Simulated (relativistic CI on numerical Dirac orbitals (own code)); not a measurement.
d1 to d9 in one tetrahedral field

Computed with a parametric ligand-field model without spin-orbit coupling, by exact diagonalisation: B = 690, C = 3340, 10Dq = -5500 cm⁻¹ (Td; |10Dq|/B = 8.0) for every shell. Energies in cm⁻¹; the field energy is (0.6 n_e − 0.4 n_t2) × 10Dq of the ground term; g labels are left out.

```
Shell  Ground term  Electrons in e  Field energy  First spin-allowed bands  Lowest term of other spin
   d1           2E           1.000         -3300                  2T2 5500                           
   d2          3A2           2.000         -6600        3T2 5500, 3T1 9270                   1E 11730
   d3          4T1           1.908         -3895       4T2 4746, 4A2 10246                    2E 9593
   d4          5T2           2.000         -2200                   5E 5500                  3T1 12549
   d5          6A1           2.000             0                      none                  4T1 20235
   d6           5E           3.000         -3300                  5T2 5500                  3T1 12988
   d7          4A2           4.000         -6600        4T2 5500, 4T1 9270                   2E 14537
   d8          3T1           3.908         -3895       3T2 4746, 3A2 10246                  1T2 11150
   d9          2T2           4.000         -2200                   2E 5500
```

Every shell keeps the spin of the free ion. Tetrahedral fields of 3d complexes are almost always too weak to pair spins. High-spin d^(n+5) repeats the spin-allowed bands of d^n, since the half-filled shell is spherical.
